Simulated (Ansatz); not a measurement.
Ge₃F₆. The state is a singlet with charge 0. Geometry PBE-D4/def2-SVP.

Cartesian coordinates in Å:
```
Ge 1.542 -1.186 0.710
Ge 0.035 2.029 -0.709
Ge -1.842 -1.144 -0.237
F -0.826 2.609 0.721
F -1.369 -0.627 1.408
F 1.107 0.722 0.335
F 2.660 -1.248 -0.663
F -1.320 0.581 -1.051
F 0.013 -1.736 -0.515
```

The structure comes from a short search, and lower isomers may exist.

(1) Estimate the orbital energies around the gap (eV) in Ansatz with HF/STO-3G, PBE-D4/def2-TZVP, r2SCAN-D4/def2-TZVP, PBE0-D4/def2-SVP, PBE0-D4/def2-TZVP.

Results:

(1) 
| orbital | HF/STO-3G | PBE-D4/def2-TZVP | r2SCAN-D4/def2-TZVP | PBE0-D4/def2-SVP | PBE0-D4/def2-TZVP |
| --- | --- | --- | --- | --- | --- |
| HOMO−9 | -12.06 | -10.11 | -10.74 | -12.07 | -12.26 |
| HOMO−8 | -11.53 | -9.39 | -9.94 | -11.22 | -11.45 |
| HOMO−7 | -11.45 | -9.36 | -9.91 | -11.19 | -11.43 |
| HOMO−6 | -11.38 | -9.34 | -9.88 | -11.13 | -11.40 |
| HOMO−5 | -11.21 | -9.24 | -9.79 | -11.02 | -11.29 |
| HOMO−4 | -11.05 | -9.17 | -9.72 | -10.96 | -11.22 |
| HOMO−3 | -10.94 | -9.05 | -9.61 | -10.83 | -11.10 |
| HOMO−2 | -8.08 | -8.24 | -8.60 | -9.41 | -9.56 |
| HOMO−1 | -6.80 | -7.34 | -7.68 | -8.43 | -8.56 |
| HOMO | -6.66 | -7.21 | -7.55 | -8.28 | -8.41 |
| LUMO | 6.24 | -2.35 | -2.20 | -1.33 | -1.54 |
| LUMO+1 | 6.60 | -2.25 | -2.11 | -1.26 | -1.45 |
| LUMO+2 | 7.38 | -1.62 | -1.44 | -0.58 | -0.80 |
| LUMO+3 | 9.33 | -1.27 | -1.10 | -0.23 | -0.42 |
| LUMO+4 | 10.11 | -1.00 | -0.81 | 0.05 | -0.15 |
| LUMO+5 | 10.25 | -0.88 | -0.68 | 0.17 | -0.03 |
